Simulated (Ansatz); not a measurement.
The same bond dissociation along the group F, Cl, I.

Computed with Ansatz on PBE0-D4/def2-TZVP structures; ΔE is electronic, products minus reactants. CBS: MP2 limit from def2 TZ/QZ plus the TZ coupled-cluster correction, frozen cores. This one scheme is used for every species. Functionals use def2-TZVPP. No spin–orbit coupling; open shells (•) take unrestricted orbitals. Elements past krypton have def2 core potentials. For I outer-core shells are correlated without core-valence functions, which leaves a few kJ/mol of doubt a bond. One conformer a species, not always the lowest.

| reaction | ωB97M-V (kJ/mol) | PBE-D4 (kJ/mol) | r2SCAN-D4 (kJ/mol) | HF/CBS(def2) (kJ/mol) | CCSD(T)/CBS(def2) (kJ/mol) |
| --- | --- | --- | --- | --- | --- |
| `C[SiH](O)F` → `[OH]`• + `C[SiH]F`• | 581 | 559 | 554 | 437 | 584 |
| `C[SiH](O)Cl` → `[OH]`• + `C[SiH]Cl`• | 562 | 541 | 534 | 418 | 564 |
| `C[SiH](O)I` → `[OH]`• + `C[SiH]I`• | 548 | 527 | 520 | 405 | 550 |

Largest T1 diagnostic: 0.013, for `C[SiH]F`•.
